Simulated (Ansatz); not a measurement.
`[NH2][SbH2]` + `[OH][GaH2]` → `[GaH2][O][SbH2]` + NH₃ at 700 K and 1 bar (ligand exchange at the Sb–N bond).

Computed with Ansatz on PBE0-D4/def2-TZVP structures; ΔE is electronic, products minus reactants. CCSD(T)/CBS is the MP2 limit (def2-TZVPP, def2-QZVPP) plus CCSD(T) − MP2 in def2-TZVPP, frozen cores. This one scheme is used for every species. Elements past krypton have def2 core potentials. For Ga, Sb outer-core shells are correlated without core-valence functions, which leaves a few kJ/mol of doubt a bond. Scalar relativity is left out up to krypton.

```tsv
species	CCSD(T)/CBS energy (Eh)	H − E (kJ/mol)	S (J/(mol·K))
`[NH2][SbH2]`	-297.10356	147.6	344.4
`[OH][GaH2]`	-2000.92981	111.5	322.8
`[GaH2][O][SbH2]`	-2241.53579	143.0	440.2
NH₃	-56.50880	116.9	226.5
```

H − E and S are ideal-gas, rigid-rotor, harmonic terms from PBE0-D4/def2-TZVP, for one conformer and one mirror image of each species. 1 Eh = 2625.50 kJ/mol, R = 8.31446 J/(mol·K).

By hand: ΔE, ΔH, ΔS and ΔG.

ΔE = (-2241.53579) + (-56.50880) − (-297.10356) − (-2000.92981) = -0.01122 Eh = -29.5 kJ/mol. Δ(H − E) = 143.0 + 116.9 − 147.6 − 111.5 = 0.8, so ΔH = -28.7 kJ/mol. ΔS = 440.2 + 226.5 − 344.4 − 322.8 = -0.5 J/(mol·K). ΔG = -28.7 − 700 × (-0.5)/1000 = -28.3 kJ/mol.

By hand: the equilibrium constant, and the temperature at which ΔG would vanish if ΔH and ΔS stayed fixed.

log₁₀ K = −ΔG/(RT ln 10) = 2.1. ΔG = 0 at ΔH/ΔS = 57400 K, far beyond where these terms or the molecules hold.

The number of gas molecules stays the same, so ΔS is small and ΔH decides. A doubt of 5 kJ/mol in ΔE shifts log₁₀ K by 0.4 here. Other conformers and mirror images would add mixing entropy, several J/(mol·K) or more a flexible species. Modes under 60 cm⁻¹, often nearly free rotors, make the harmonic entropy too high. These are equilibria of isolated gas molecules and say nothing of rates. Largest T1 diagnostic: 0.016 (customary marks: 0.02 for closed shells, 0.045 for open ones).
